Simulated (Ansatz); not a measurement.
BeMeI (CH3BeI). Total charge 0; triplet. Geometry r2SCAN-D4/def2-TZVP, that of the neutral singlet; atoms count from 1.

```csv
atom,x (Å),y (Å),z (Å)
Be1,-0.500,0.760,-0.292
C2,0.373,-0.569,0.221
H3,0.225,-0.773,1.287
H4,1.450,-0.434,0.071
H5,0.090,-1.479,-0.319
I6,-1.638,2.496,-0.968
```

In the def2 sets I takes a core potential; there is no spin–orbit coupling. At PBE0-D4/def2-TZVP a singlet of charge 0 lies 5.90 eV below the triplet at the same geometry.

Q: Estimate the Mulliken populations from the PBE0/def2-TZVP orbitals of Ansatz.

A: 
```
atom  charge (e)  spin (α − β)
 Be1       -0.32          0.99
  C2       -0.36          0.04
  H3        0.13          0.02
  H4        0.12          0.00
  H5        0.12          0.00
  I6        0.30          0.95
```
Mulliken values and Mayer orders depend strongly on the basis.

Q: Where does the spin sit?

A: Summed by element: Be 0.99, C 0.04, H 0.02, I 0.95, of 2 unpaired in all. Largest on single atoms: Be1 0.99, I6 0.95, C2 0.04.

Q: And the Mayer bond orders between bonded heavy atoms (over 0.3)?

A: Be1–C2 0.97 (1.67 Å); Be1–I6 1.04 (2.18 Å).
